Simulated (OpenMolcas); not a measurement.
Ni: CASPT2 settings compared

```
Program             : OpenMolcas
Basis               : ANO-RCC-VDZP [5s4p2d1f]
Scalar Hamiltonian  : X2C, point nucleus
Active space        : 10 electrons in 6 orbitals (3d 4s)
State averaging     : 2S+1 = 3 even, 15 roots; 2S+1 = 1 even, 19 roots kept (CI in the orbitals of an earlier block)
Spin-orbit coupling : RASSI with atomic mean-field integrals over the reference wave functions, term energies averaged over their components
```

Methods on the same reference wave functions:
A. CASSCF
B. SS-CASPT2, IPEA 0.4 Eh, sigma1 regulariser 0.05 Eh (closed shells correlated: none)
C. SS-CASPT2, IPEA 0.75 Eh, imaginary shift 0.05 Eh (closed shells correlated: none)
D. SS-CASPT2, IPEA 0.3 Eh, no level shift (closed shells correlated: 3s 3p)
E. MS-CASPT2, IPEA 0.4 Eh, sigma1 regulariser 0.05 Eh (closed shells correlated: none)
F. MS-CASPT2, IPEA 0.75 Eh, imaginary shift 0.05 Eh (closed shells correlated: none)

Energies in cm⁻¹ above 3d⁸ 4s² ³F₄.

```
      Level      A      B      C      D      E      F
3d⁸ 4s² ³F₄    0.0    0.0    0.0    0.0    0.0    0.0
3d⁸ 4s² ³F₃   1303   1303   1303   1304   1303   1303
3d⁸ 4s² ³F₂   2196   2180   2190   2180   2180   2180
3d⁸ 4s² ¹D₂  15894  14630  14960  12750  15250  15480
 3d⁹ 4s ³D₃  19038    156   17.2   1365    156   17.2
3d⁸ 4s² ³P₂  19415  17880  18090  17130  17960  18160
3d⁸ 4s² ³P₁  19802  18240  18430  17570  18240  18430
 3d⁹ 4s ³D₂  19838    874    767   2060    794    717
3d⁸ 4s² ³P₀  20123  18560  18750  17890  18560  18750
 3d⁹ 4s ³D₁  20646   1763   1624   2970   1763   1624
 3d⁹ 4s ¹D₂  23607   3630   3850   4640   3020   3310
3d⁸ 4s² ¹G₄  24815  24560  24690  23260  24560  24690
```

Among B to F the level of the table that moves most is 3d⁸ 4s² ¹D₂, by 2700 cm-1 (lowest in D, highest in F). Moves below CASPT2's spread within the term are not significant.

From A to B the spin-free energies of the other terms of 3d⁸ 4s² shown, above ³F, scale by factors of 0.92 to 0.99.

The lowest spin-free term lies below A's lowest term by 0.311 hartree in B, 0.306 hartree in C, 0.553 hartree in D, 0.311 hartree in E, 0.306 hartree in F.

CASPT2 breaks the degeneracy within a term, and the mean is taken; among the terms shown or strongly mixed into the levels shown the widest spread is 1200 cm-1 (3d⁸ 4s² ³F, D). Over all roots computed the reference weight is 0.84 to 0.90 in D; the roots of lowest weight are the least certain, and an intruder state may touch them. Terms from blocks run as CI alone lack orbitals of their own. A single d shell beside an s shell can misplace configurations of different d count against each other. The CASPT2 spread within a term exceeds the gap to the next term for 3d⁹ 4s ³D and 3d⁸ 4s² ³F, so the order of their levels is uncertain, and so are names and mixing where such terms share a J (figures for B; the like holds for C, D, E, F). Without dynamic correlation excited terms often stand tens of per cent too high (terms of higher spin than the ground term too low), and those without a measured partner can miss by more than the paired ones (holds for A). The lowest spin-free term belongs to 3d⁹ 4s, not to the configuration of the lowest level (holds for B; C; E; F). Levels of configurations outside the active space are missing.
